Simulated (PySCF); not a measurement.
# Energy of Cu²⁺ (copper, charge +2) between two integer charges

The 3d beta orbital of [Ar] 3d9 is emptied in steps (occupation f), with all orbitals relaxed, ending at [Ar] 3d8. Computed with PySCF 2.14 in aug-cc-pVTZ-DK (8s7p5d3f2g, 93 functions), with the spin-free X2C one-electron Hamiltonian (Gaussian nucleus). The exact energy is a straight line in f; departures are measured from the line between the end points of the same method.

| f | HSE06 (eV) |
| --- | --- |
| 1 | 0.000 |
| 0.9 | -0.554 |
| 0.7 | -1.303 |
| 0.5 | -1.562 |
| 0.3 | -1.320 |
| 0.1 | -0.569 |
| 0 | 0.000 |

```tsv
method	E(f=0) − E(f=1) (eV)	−ε at f=1 (eV)	−ε at f=0.5 (eV)
HSE06	36.848	30.713	36.799
```

Orbital energy along the path (eV):

```
  f    HSE06
  1  -30.713
0.9  -31.898
0.7  -34.320
0.5  -36.799
0.3  -39.325
0.1  -41.886
  0  -43.176
```

Reference removal energy between the ground levels: 36.841 ± 0.012 eV (measured; NIST Atomic Spectra Database, ionization energies). The calculation has no spin-orbit coupling. The determinant left behind need not be the lowest term of the ion.
